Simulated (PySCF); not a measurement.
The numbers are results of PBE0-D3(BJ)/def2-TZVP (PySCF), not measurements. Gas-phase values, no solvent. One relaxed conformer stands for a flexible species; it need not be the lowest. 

Reference species (SMILES): `NC1CC1` (neutral, multiplicity 1).

HOMO–LUMO gap: 7.90 eV
HOMO: -6.53 eV

Changed species: `C/C=C/N`.

Predict the effect on the HOMO–LUMO gap and HOMO.

the HOMO–LUMO gap falls by 1.01 eV, to 6.89 eV; the HOMO goes up by 0.82 eV, to -5.71 eV.
